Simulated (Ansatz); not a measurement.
`CC[SiH]([SiH3])Cl` + HCl → `CC[SiH](Cl)Cl` + SiH₄  (cleavage of the Si–Si bond)

Program: Ansatz. Geometries: PBE0-D4/def2-TZVP. ΔE: electronic, gas phase. CCSD(T)/CBS is the MP2 limit (def2-TZVPP, def2-QZVPP) plus CCSD(T) − MP2 in def2-TZVPP, frozen cores. This one scheme is used for every species. DFT in def2-TZVPP. B3LYP here is the variant with VWN-RPA as its local correlation; programs differ in this. One conformer a species, not always the lowest.

`CC[SiH]([SiH3])Cl`:

Cartesian coordinates in Å:
```
C 0.847 -2.059 0.642
C -0.207 -1.040 0.221
Si 0.486 0.645 -0.202
Si -1.169 2.201 -0.764
Cl 1.497 1.392 1.448
H 1.583 -2.220 -0.150
H 1.389 -1.724 1.529
H 0.393 -3.025 0.875
H -0.957 -0.910 1.009
H -0.752 -1.388 -0.665
H 1.496 0.523 -1.289
H -1.927 1.734 -1.959
H -0.559 3.522 -1.067
H -2.118 2.349 0.372
```

HCl:

Cartesian coordinates in Å:
```
Cl -0.060 0.583 -0.255
H 0.060 -0.583 0.255
```

`CC[SiH](Cl)Cl`:

Z-matrix (Å, degrees):
```
C
C 1 1.526
H 1 1.093 2 111.6
H 1 1.092 2 111.3 3 120.2
H 1 1.092 2 111.0 3 -119.8
Si 2 1.855 1 113.5 3 -58.8
H 2 1.095 1 111.1 3 179.5
H 2 1.096 1 111.0 3 61.4
Cl 6 2.051 2 109.9 1 -60.7
Cl 6 2.049 2 109.9 1 179.6
H 6 1.479 2 113.3 1 59.1
```

SiH₄:

Z-matrix (Å, degrees):
```
Si
H 1 1.485
H 1 1.485 2 109.5
H 1 1.485 2 109.5 3 -120.0
H 1 1.485 2 109.5 3 120.0
```

CCSD(T)/CBS gives -1.10 eV.

(1) Another level gave -1.09 eV. Which?
A. B3LYP-D4/def2-TZVPP
B. PBE-D4/def2-TZVPP
C. ωB97M-V/def2-TZVPP
D. HF/def2-TZVPP

Largest T1 diagnostic among the species: 0.011.

Answers

(1) A. B3LYP-D4 -1.09, ωB97M-V -1.17, HF/def2-TZVPP -1.27, PBE-D4 -0.95 eV.

The D4 term adds +0.03 eV with B3LYP and +0.02 eV with PBE0; it sums over pairs of atoms, weighted by their polarisabilities, and B3LYP, whose exchange is more repulsive, gets the larger term. In def2-TZVPP, CCSD(T) changes the Hartree–Fock value by +0.19 eV (the triples alone add +0.02 eV) and MP2 by +0.09 eV.
